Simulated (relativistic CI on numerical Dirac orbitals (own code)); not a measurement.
# Yb⁵²⁺: sensitivity of the levels to the model

Base calculation: Dirac-Coulomb-Breit CI, orbitals from a KLI potential per configuration, model QED, unscaled Slater integrals.

Configuration list (outside the closed core [Ne]): 3s2.3p6, 3s2.3p5.3d, 3s.3p6.3d, 3s2.3p5.4s, 3s2.3p5.4p, 3s2.3p5.4d, 3s.3p6.4s, 3p6.3d.4p, 3p6.3d2, 3p5.3d3, 3p5.3d2.4s, 3p5.3d2.4p, 3p5.3d2.4d, 3p6.3d.4s, 3p5.3d.4s2, 3p5.3d.4s.4p, 3p5.3d.4s.4d. Double excitations out of closed p, d and f shells are left out; levels of such configurations are missing from the list, as are those of other unlisted configurations, and high levels can miss mixing partners.

Variants: (1) P86 correlation estimate; (2) QED terms removed. Shifts of the energy above 3s2.3p6 1S_0, in eV, for the lowest level and the first level of each name with at least 55 % of one term (blank where a level changes its place among those of its configuration and J or its character, or is not in the variant):

```tsv
Level	Base	Δ(1)	Δ(2)
3s2.3p6 1S_0	0.00	0.00	0.00
3s2.3p5.3d 3P°_0	220.46	+0.51	+0.63
3s2.3p5.3d 3P°_1	230.68	+0.51	+0.63
3s2.3p5.3d 3F°_3	235.23	+0.51	+0.63
3s2.3p5.3d 3F°_4	288.59	+0.51	+0.48
3s2.3p5.3d 3D°_3	304.45	+0.51	+0.48
3s2.3p5.3d 3F°_2	495.57	+0.51	+0.33
3s.3p6.3d 3D_1	697.77	+0.74	+4.01
3s.3p6.3d 3D_2	703.81	+0.75	+4.01
3s.3p6.3d 3D_3	757.90	+0.74	+3.86
3s.3p6.3d 1D_2	771.16	+0.75	+3.87
3p6.3d2 3F_2	1410.89	+1.36	+8.04
3p6.3d2 3P_0	1433.56	+1.36	+8.03
3p6.3d2 3F_3	1467.38	+1.36	+7.88
3p6.3d2 1G_4	1480.66	+1.36	+7.88
3p6.3d2 3P_1	1482.56	+1.36	+7.88
3p6.3d2 3F_4	1532.27	+1.36	+7.73
3p6.3d2 1S_0	1564.84	+1.36	+7.73
3p5.3d3 5D°_0	1641.33	+1.67	+8.65
3p5.3d3 3P°_1	1756.07	+1.67	+8.37
3p5.3d3 3I°_7	1756.46	+1.67	+8.35
```

At this charge energies of transitions that change n are usually good to better than 1 %, and those within a shell (Δn = 0) to a few per cent.

Ionisation energy from the two ground configurations alone: base 4987.95 eV; P86 correlation estimate 4990.19 eV. The NIST ASD value (theoretical) is 4988 eV.

LS names give the leading component of a level, which can be under half, so a name can repeat, a term be missing and a line seem to break the LS rules.
